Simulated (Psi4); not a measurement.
Conformational energy of SMILES F[SiH2][SeH] (H3FSeSi). Scanned: dihedral F1–Si2–Se3–H6; all other coordinates were relaxed at B3LYP-D3(BJ)/def2-SVP. Points at φ and −φ are mirror images.

Geometry of the scan point at 150° (Å):
```
6

F      1.7196     1.0790    -0.0318
Si     0.5611    -0.0606     0.0289
Se    -1.4525     1.0275    -0.0651
H      0.7568    -0.7972     1.3034
H      0.6883    -0.9716    -1.1374
H     -2.0808    -0.1276    -0.7370
```

Method: DF-MP2 (frozen core)/cc-pVTZ // B3LYP-D3(BJ)/def2-SVP run with Psi4.

Scanned values (°): -150, -120, -90, -60, -30, 0, 30, 60, 90, 120, 150, 180.

Problem. Locate the minima and the barriers on this grid.

Solution. Lower than their neighbours: -90° (0.00 kJ/mol), 90° (0.00 kJ/mol). Higher than their neighbours: 0° (10.37 kJ/mol), 180° (7.76 kJ/mol). The whole profile spans 10.37 kJ/mol.
